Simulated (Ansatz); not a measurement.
Input for Ansatz (an electronic-structure program): R-r2SCAN/def2-TZVPP on H3InO (SMILES [OH][InH2]), atoms moved off the minimum. Elements past Kr take the def2 small-core potentials; no spin–orbit coupling.

Ansatz 0.2 input:
```yaml
crystal:
  periodic: [false, false, false]
  atoms:
    - {symbol: In, position_ang: [0.03252003, -0.13306665, -0.27660849]}
    - {symbol: H, position_ang: [-1.40069627, -0.12017152, -1.17790554]}
    - {symbol: H, position_ang: [1.59771673, -0.77723204, -0.47741036]}
    - {symbol: O, position_ang: [-0.26021524, 0.85158123, 1.47201076]}
    - {symbol: H, position_ang: [0.54142308, 0.91924941, 1.99991876]}
basis:
  gaussian:
    orbitals: def2-TZVPP
hamiltonian:
  xc: {name: r2SCAN}
scf: {lower_state_search: off}
output: {forces: true}
```

The log:

```
WARN ansatz: RAYON_NUM_THREADS=1 ignored (pool sized by the plan → 1); use --threads N
Functional definition: r2SCAN
these checks for a lower state are left out or cut short: stability, starts, cluster_reference, orbital_swaps, neighbouring_geometries, increment
integrals: 0.04 GiB planned
716 factors; their error is unknown
mean field: 0.32 GiB planned
mean field evaluation 1: about -7263.7848 eV, gradient 6.6e1 eV
mean field evaluation 2: about -7163.2863 eV, gradient 1.8e2 eV
mean field evaluation 4: about -7271.2785 eV, gradient 9.2e0 eV
mean field evaluation 8: about -7271.4398 eV, gradient 1.9e-1 eV
mean field evaluation 16: about -7271.4331 eV, gradient 4.9e-5 eV
mean field -7271.43309873 eV, -267.2202376238 hartree, gradient 2.2e-6 eV, S^2 0.000000; 0 other end points of the search recorded, 0 dependent functions left out
the calculation of the forces begins
reference -7271.43311547 eV, -267.2202382390 hartree; 16, 16 occupied and 107, 107 virtual orbitals, 716 factors
Total energy: -7271.43311547 eV, -267.2202382390 hartree
Atom 0 at     0.032520    -0.133067    -0.276608 Å, force    -0.058297     0.242254     0.504668 eV/Å
Atom 1 at    -1.400696    -0.120172    -1.177906 Å, force    -0.070587    -0.000053    -0.047393 eV/Å
Atom 2 at     1.597717    -0.777232    -0.477410 Å, force     0.056167    -0.001251    -0.005171 eV/Å
Atom 3 at    -0.260215     0.851581     1.472011 Å, force     0.116772    -0.194638    -0.407269 eV/Å
Atom 4 at     0.541423     0.919249     1.999919 Å, force    -0.044056    -0.046312    -0.044836 eV/Å
Dipole moment:     0.287621    -0.186663    -0.226090 e Å
Checks for a lower state left out: stability, starts, cluster_reference, orbital_swaps, neighbouring_geometries, increment
```

Self-consistency was reached.

Cost: about 2.3 core-seconds (a rough figure).
